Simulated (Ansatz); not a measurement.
## Molecular dynamics of LiH16ClO8

Input file:

```yaml
crystal:
  lattice:
    - [6.78532, 0.0, 0.0]
    - [0.0, 6.78532, 0.0]
    - [0.0, 0.0, 6.78532]
  atoms:
    - { symbol: O, position: [0.89201396, 0.10842999, 0.70470674] }
    - { symbol: H, position: [0.96131767, 0.15678277, 0.58794098] }
    - { symbol: H, position: [0.98023103, 0.00925597, 0.76576303] }
    - { symbol: O, position: [0.34503462, 0.36301151, 0.96479046] }
    - { symbol: H, position: [0.26743448, 0.48599057, 0.94193032] }
    - { symbol: H, position: [0.44908316, 0.36586537, 0.8659134] }
    - { symbol: O, position: [0.70015888, 0.8871425, 0.17058847] }
    - { symbol: H, position: [0.82245116, 0.85601954, 0.09499583] }
    - { symbol: H, position: [0.59716601, 0.8784809, 0.0674704] }
    - { symbol: O, position: [0.81590611, 0.34080117, 1.02446321] }
    - { symbol: H, position: [0.86796093, 0.28477841, 0.900028] }
    - { symbol: H, position: [0.73923781, 0.23040076, 1.0754394] }
    - { symbol: O, position: [-0.17185589, 0.61597106, 0.54602135] }
    - { symbol: H, position: [-0.08248522, 0.51518253, 0.48329968] }
    - { symbol: H, position: [-0.10242437, 0.6608825, 0.66587671] }
    - { symbol: O, position: [0.50015258, 0.39829756, 0.32527688] }
    - { symbol: H, position: [0.4527765, 0.37313229, 0.18778533] }
    - { symbol: H, position: [0.55490105, 0.27323014, 0.36969587] }
    - { symbol: O, position: [0.33041467, 0.78687818, 0.38254518] }
    - { symbol: H, position: [0.25818602, 0.80245243, 0.25598931] }
    - { symbol: H, position: [0.26764768, 0.87966263, 0.4727931] }
    - { symbol: O, position: [0.03740246, 0.34034901, 0.35556786] }
    - { symbol: H, position: [0.17448497, 0.38471753, 0.3367018] }
    - { symbol: H, position: [-0.02309846, 0.3458237, 0.21936014] }
    - { symbol: Li, position: [0.60250326, 0.67090453, 0.38534836] }
    - { symbol: Cl, position: [0.10549816, 0.76729295, 0.949149] }
basis:
  ecutwfc: 420.0
kpoints:
  mp_grid: { grid: [1, 1, 1] }
hamiltonian:
  xc: pbe
  dispersion: d3bj
scf:
  occupations: { method: fermi_dirac, width: 0.05 }
  lower_state_search: "off"
md:
  timestep: 0.5
  n_steps: 300
  ensemble: nvt_langevin
  temperature: 400.0
  initial_velocities: maxwell_boltzmann
  seed: 798723
  friction: 0.02
```

Launched with:

```bash
$ ansatz run input.yaml --threads 1 --pin off --max-ram 3072MiB --backend cpu --events-out ev --progress --plain --runs-dir out
```

It starts from a partly relaxed structure (largest force component 0.91 eV/Å).

Output, in part (step lines):

```
md step     0: t =     0.00 fs  T =   384.6 K  F+E_penalty+E_count = -6085.66286939 eV  E_kin = 1.292600 eV  (8 SCF iters)
md step     1: t =     0.50 fs  T =   379.9 K  F+E_penalty+E_count = -6085.64412289 eV  E_kin = 1.276746 eV  (8 SCF iters)
md step     2: t =     1.00 fs  T =   367.4 K  F+E_penalty+E_count = -6085.54445098 eV  E_kin = 1.234670 eV  (8 SCF iters)
md step     3: t =     1.50 fs  T =   339.6 K  F+E_penalty+E_count = -6085.38860856 eV  E_kin = 1.141300 eV  (8 SCF iters)
md step     4: t =     2.00 fs  T =   289.7 K  F+E_penalty+E_count = -6085.23199394 eV  E_kin = 0.973588 eV  (8 SCF iters)
md step     5: t =     2.50 fs  T =   255.6 K  F+E_penalty+E_count = -6085.14194556 eV  E_kin = 0.858879 eV  (6 SCF iters)
md step     6: t =     3.00 fs  T =   265.9 K  F+E_penalty+E_count = -6085.14407785 eV  E_kin = 0.893592 eV  (6 SCF iters)
md step     7: t =     3.50 fs  T =   293.4 K  F+E_penalty+E_count = -6085.21214168 eV  E_kin = 0.986043 eV  (6 SCF iters)
[... lines left out ...]
md step   300: t =   150.00 fs  T =   379.5 K  F+E_penalty+E_count = -6084.76892433 eV  E_kin = 1.275460 eV  (7 SCF iters)
```

The steps, from the saved trajectory:

```
time (fs)  T (K)  potential energy less start (eV)
      0.0    385                             0.000
      5.0    307                             0.300
     10.0    285                             0.426
     15.0    282                             0.572
     20.0    245                             0.523
     25.0    215                             0.595
     30.0    343                             0.468
     35.0    291                             0.621
     40.0    292                             0.624
     45.0    369                             0.657
     50.0    341                             0.812
     55.0    357                             0.815
     60.0    381                             0.910
     65.0    410                             1.006
     70.0    322                             1.099
     75.0    397                             0.874
     80.0    412                             0.809
     85.0    388                             0.828
     90.0    339                             0.844
     95.0    363                             0.827
    100.0    390                             0.942
    105.0    367                             0.821
    110.0    394                             0.709
    115.0    377                             0.756
    120.0    429                             0.665
    125.0    464                             0.676
    130.0    463                             0.721
    135.0    433                             0.802
    140.0    387                             0.979
    145.0    355                             1.006
    150.0    380                             0.894
```

The run went to its last step. A run of 0.15 ps of so small a system gives no equilibrium averages. Limits of this set-up: coarse k mesh.

Mean squared displacements from the first frame to the last, about the centre of mass: O 0.15 Å², H 0.85 Å², Li 0.28 Å², Cl 0.04 Å².

Last frame:

```xyz
26
Lattice="6.7853 0.0000 0.0000 0.0000 6.7853 0.0000 0.0000 0.0000 6.7853" Properties=species:S:1:pos:R:3
O 5.897 0.422 4.753
H 6.416 0.497 3.875
H 6.452 -0.205 5.273
O 2.373 2.481 6.237
H 1.888 3.310 6.009
H 1.824 1.734 6.026
O 4.848 5.874 1.146
H 5.582 5.536 0.585
H 4.598 6.760 0.709
O 5.943 2.262 6.882
H 6.393 3.077 6.641
H 5.932 1.759 6.046
O -1.630 4.452 3.859
H -1.175 3.559 3.764
H -0.882 4.942 4.343
O 3.273 2.703 2.220
H 3.216 2.445 1.230
H 3.746 1.946 2.684
O 1.891 4.926 2.333
H 1.654 4.952 1.330
H 1.431 4.140 2.680
O 0.516 2.049 2.587
H 1.483 2.229 2.592
H 0.150 1.970 1.681
Li 3.766 4.905 2.330
Cl 0.540 5.322 6.357
```

Run time: 5.2 min on 1 thread of AMD EPYC 7B13 (Zen 3), with other jobs on the host, peak memory 0.46 GiB.
